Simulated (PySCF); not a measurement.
**Energy of Cr⁻ (chromium, charge -1) between two integer charges**

The 4s beta orbital of [Ar] 3d5 4s2 is emptied in steps (occupation f), with all orbitals relaxed, ending at [Ar] 3d5 4s1. All numbers are calculated (PySCF 2.14, scalar relativity by spin-free X2C-1e, in aug-cc-pVTZ-DK (8s7p5d3f2g, 93 functions)). The exact energy is a straight line in f; departures are measured from the line between the end points of the same method.

| f | PBE0 (eV) | r2SCAN (eV) | LC-wPBE (eV) |
| --- | --- | --- | --- |
| 1 | 0.000 | 0.000 | 0.000 |
| 0.9 | -0.101 | -0.124 | 0.018 |
| 0.7 | -0.237 | -0.286 | 0.041 |
| 0.5 | -0.283 | -0.329 | 0.050 |
| 0.3 | -0.235 | -0.256 | 0.042 |
| 0.1 | -0.092 | -0.088 | 0.019 |
| 0 | 0.000 | 0.000 | 0.000 |

Q: For LC-wPBE, how does the orbital energy at f = 1 compare with the removal energy?

A: −ε = 0.412 eV against a total-energy difference of 0.211 eV. By Janak's theorem ε = ∂E/∂f, so the gap between them reflects the curvature. Along the path −ε is 0.368 (f = 0.9), 0.289 (f = 0.7), 0.214 (f = 0.5), 0.136 (f = 0.3), 0.051 (f = 0.1) eV.

```tsv
method	E(f=0) − E(f=1) (eV)	−ε at f=1 (eV)	−ε at f=0.5 (eV)
PBE0	0.315	-0.793	0.320
r2SCAN	0.329	-1.048	0.407
LC-wPBE	0.211	0.412	0.214
```

As f goes to zero the orbital energy of a semilocal functional can turn back, because the density of that orbital vanishes from the exchange-correlation potential.

At f = 1 the orbital energy is positive for PBE0, r2SCAN: only the finite basis holds the electron.

Reference removal energy between the ground levels: 0.676 eV (measured; photodetachment measurements, as compiled on the Wikipedia data page of electron affinities).
